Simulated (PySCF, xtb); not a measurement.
Si(F)(H)2(NCO) (CH2FNOSi), SMILES O=C=N[SiH2]F.

GFN2-xTB in xtb at its own geometry gives an orbital gap of 5.82 eV and a dipole moment of 2.59 D.

Coordinates come from a B3LYP-D3(BJ)/def2-SVP optimisation. Other conformers were not sampled.

### Question
What does PBE0/def2-TZVP run with PySCF give? (An estimate is asked for; the answer gives what the named calculation found.)

### Answer
gap 8.52 eV (levels -8.96 and -0.44 eV), dipole 1.88 D.
